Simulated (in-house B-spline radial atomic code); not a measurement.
# Response and correlation of Tc VIII (Tc7+)

Closed shell [Ar] 3d10 4s2 4p6. Computed with an all-electron radial atomic-structure program (B-spline basis): Dirac-Hartree-Fock, relativistic RPA (time-dependent Dirac-Hartree-Fock) for the response and second-order many-body perturbation theory for correlation, no-pair Dirac-Coulomb Hamiltonian, finite nucleus.

Command:
```bash
python run_mb.py task.json out
```
Settings (nuclear radius in fm, box in bohr, cutoff in hartree):
```
basis_form          2
Z                   43
core_configuration  [Ar] 3d10 4s2 4p6
rms_radius          4.41117
mass_number         97
speed_of_light      137.036
box_radius          8.526
lmax                7
intervals           61
virtual_cutoff      46225.0
```

Run time, properties included: 8.6 s on 1 thread of Intel(R) Xeon(R) Platinum 8259CL CPU @ 2.50GHz, with other jobs on the host.

```tsv
multipole (bohr³, bohr⁵, bohr⁷)	uncoupled	coupled RPA
dipole	1.62	1.4386
quadrupole	1.582	1.7609
octupole	3.8111	?
```

(1) What is the coupled octupole polarisability?

(2) Which subshells carry the dipole polarisability?

(3) What does the dipole shielding factor come to?

Dipole polarisability at imaginary frequency:

```json
{"u (Eh)": "0", "α(iu) (bohr³)": "1.439"}
{"u (Eh)": "1.13", "α(iu) (bohr³)": "1.136"}
{"u (Eh)": "3.39", "α(iu) (bohr³)": "0.4542"}
{"u (Eh)": "6.79", "α(iu) (bohr³)": "0.178"}
{"u (Eh)": "11.3", "α(iu) (bohr³)": "0.08805"}
{"u (Eh)": "22.6", "α(iu) (bohr³)": "0.03309"}
{"u (Eh)": "45.3", "α(iu) (bohr³)": "0.01105"}
{"u (Eh)": "113", "α(iu) (bohr³)": "0.002224"}
```

(4) What dispersion coefficients follow for two such ions (the dispersion part alone)?

Lowest J = 1 odd-parity excitations:

| energy (eV) | oscillator strength | leading channel | weight |
| --- | --- | --- | --- |
| 41.102 | 0.00257 | 4p3/2 → d3/2 | 0.692 |
| 46.761 | 0.0902 | 4p1/2 → d3/2 | 0.481 |
| 57.029 | 5.42 | 4p1/2 → d3/2 | 0.478 |
| 70.289 | 0.33 | 4p3/2 → s1/2 | 0.974 |
| 73.59 | 0.255 | 4p1/2 → s1/2 | 0.972 |
| 95.172 | 0.000268 | 4p3/2 → d3/2 | 0.696 |
| 96.808 | 0.00177 | 4p3/2 → d5/2 | 0.699 |
| 99.974 | 0.0038 | 4p1/2 → d3/2 | 0.97 |

Second-order correlation energy by the highest angular momentum of the excited pair (hartree): s -0.02316, p -0.2085, d -0.6994, f -0.6616, g -0.2187, h -0.09243, i -0.04204, k -0.02131.

(5) What is the second-order correlation energy at the partial-wave limit?

## Answers

(1) 4.7391 atomic units, +24 % against the uncoupled value.

(2) 4p3/2 67.9 %, 4p1/2 30.0 %, 4s1/2 1.2 %.

(3) The dipole shielding factor is 0.837, against the exact N/Z = 36/43 = 0.837 of the non-relativistic theorem.

(4) C6 = (3/π)∫α(iu)²du = 3.571 hartree·bohr⁶ and C8 = 25.98 hartree·bohr⁸.

(5) The listed waves sum to -1.9672 hartree; extrapolating the increments as (l + 1/2)⁻⁴ gives -2.0107 hartree, -1.52 eV per electron.
